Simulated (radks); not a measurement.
Task: Species: Rh. Configuration: [Kr] 4d7 5p2 (not the ground configuration). All-electron calculation, Dirac Kohn-Sham, BLYP, spin-unpolarised, spherical densities, point nucleus; open shells are shared between the two j in proportion to 2j + 1. Program: a radial shooting solver on a logarithmic mesh with Libxc functionals.

Spin-orbit splittings of the eigenvalues, e(l+1/2) - e(l-1/2), with zeta = 2 splitting/(2l+1) and mean radii in bohr:

| shell | occ. | splitting (eV) | zeta (eV) | <r> j=l-1/2 | <r> j=l+1/2 |
|---|---|---|---|---|---|
| 2p | 6 | ? | ? | 0.1203 | 0.1252 |
| 3p | 6 | 24.89 | 16.59 | 0.3831 | 0.3939 |
| 3d | 10 | 4.910 | 1.964 | 0.3684 | 0.3719 |
| 4p | 6 | 3.969 | 2.646 | 1.054 | 1.084 |
| 4d | 7 | 0.4350 | 0.1740 | 1.473 | 1.492 |
| 5p | 2 | 0.2108 | 0.1405 | 3.995 | 4.145 |

Estimate the 2p splitting.

Result: 144.7 eV (zeta = 96.46 eV).
